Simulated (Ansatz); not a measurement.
A structure relaxed at PBE-D4/def2-TZVP in Ansatz, charge 1, singlet:

Cartesian coordinates in Å:
```
Au 0.063 -1.325 -0.541
Ge -1.321 0.729 -0.044
Ge 1.258 0.596 0.584
```

(1) Give its formula and point group.

(2) Summarise the bond lengths by kind (pairs closer than 1.2 times the sum of covalent radii, bridged metal pairs left out).

Answers

(1) the cluster Ge₂Au⁺ (the lowest singlet isomer of a short search). Point group C2v (tolerance 0.1 Å).

(2) 2 × Au–Ge 2.53 Å; 1 × Ge–Ge 2.66 Å. The metal has 2 neighbours: Ge 2.53 Å, Ge 2.53 Å.

In the def2 sets Au takes a core potential; there is no spin–orbit coupling. The restricted singlet is unstable: a solution with broken spin symmetry lies lower. At PBE-D4/def2-TZVP a triplet of charge 1 lies 0.34 eV below the restricted singlet, each at its own geometry. The structure comes from a short search, and lower isomers may exist.
